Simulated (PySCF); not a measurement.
# Bonding in `CO[Si@@H](N)OCC(=O)O[SiH3]`

Compound: C₃H₁₁NO₄Si₂.
Numbering: `[CH3:1][O:2][Si@@H:3]([NH2:4])[O:5][CH2:6][C:7](=[O:8])[O:9][SiH3:10]` (hydrogens: H11, H12, H13 on C1; H14 on Si3; H15, H16 on N4; H17, H18 on C6; H19, H20, H21 on Si10)

Geometry (GFN2-xTB, Å), atoms numbered from 1 in this order:
```
atom  x, y, z in Å
C1    -2.5533    0.9703    0.3535
O2    -1.5655    0.1456   -0.1907
Si3   -1.0318   -1.2555    0.4408
N4    -2.3464   -2.3743    0.4893
O5     0.0808   -1.7963   -0.6313
C6     1.0076   -1.0293   -1.3082
C7     1.5553    0.1119   -0.4882
O8     1.2550    0.3322    0.6542
O9     2.4108    0.8647   -1.1505
Si10   3.0804    2.1913   -0.3824
H11   -2.8273    1.7090   -0.4016
H12   -2.1729    1.4822    1.2400
H13   -3.4332    0.3889    0.6353
H14   -0.5657   -1.1864    1.8137
H15   -2.1761   -3.2770    0.8978
H16   -2.8987   -2.4892   -0.3466
H17    1.8453   -1.6709   -1.6106
H18    0.5636   -0.5960   -2.2153
H19    3.8806    2.6640   -1.5038
H20    3.8664    1.7274    0.7536
H21    2.0163    3.1043    0.0127
```

Bond orders from the PBE0/pcSseg-1 density (PySCF). One conformer (not necessarily the lowest) at the GFN2-xTB geometry, without solvent, vibrations or thermal averaging.

Q: How far do the computed orders between heavy atoms stray from the drawn ones?

A: The largest departure is 0.174, at O9–Si10 (drawn single, 0.826). Drawn single, order below 0.88: O9–Si10 (0.826).

Q: Set the Mayer orders of the bonds beside their lengths.

A: 
| bond | drawn as | length (Å) | Mayer order |
| --- | --- | --- | --- |
| C1–O2 | single | 1.397 | 0.903 |
| O2–Si3 | single | 1.627 | 0.933 |
| Si3–N4 | single | 1.727 | 1.048 |
| Si3–O5 | single | 1.637 | 0.938 |
| O5–C6 | single | 1.380 | 0.928 |
| C6–C7 | single | 1.508 | 0.969 |
| C7–O8 | double | 1.202 | 1.872 |
| C7–O9 | single | 1.318 | 1.079 |
| O9–Si10 | single | 1.673 | 0.826 |
| C1–H11 | single | 1.091 | 0.972 |
| C1–H12 | single | 1.092 | 0.967 |
| C1–H13 | single | 1.092 | 0.963 |
| Si3–H14 | single | 1.452 | 0.920 |
| N4–H15 | single | 1.005 | 0.950 |
| N4–H16 | single | 1.008 | 0.947 |
| C6–H17 | single | 1.098 | 0.928 |
| C6–H18 | single | 1.099 | 0.927 |
| Si10–H19 | single | 1.456 | 0.936 |
| Si10–H20 | single | 1.457 | 0.941 |
| Si10–H21 | single | 1.457 | 0.941 |

By pair of heavy elements: C–O: lowest C1–O2 (0.903, 1.397 Å), highest C7–O8 (1.872, 1.202 Å). O–Si: lowest O9–Si10 (0.826, 1.673 Å), highest Si3–O5 (0.938, 1.637 Å).

Q: Sum the orders of all bonds at each heavy atom with more than one neighbour and set the sums beside the valence in the SMILES.

A: C1 3.805 (drawn 4), O2 1.836 (drawn 2), Si3 3.839 (drawn 4), N4 2.945 (drawn 3), O5 1.866 (drawn 2), C6 3.752 (drawn 4), C7 3.920 (drawn 4), O9 1.905 (drawn 2), Si10 3.644 (drawn 4). Orders between atoms that aren't bonded are not in these sums.

Mayer orders depend on the basis set.
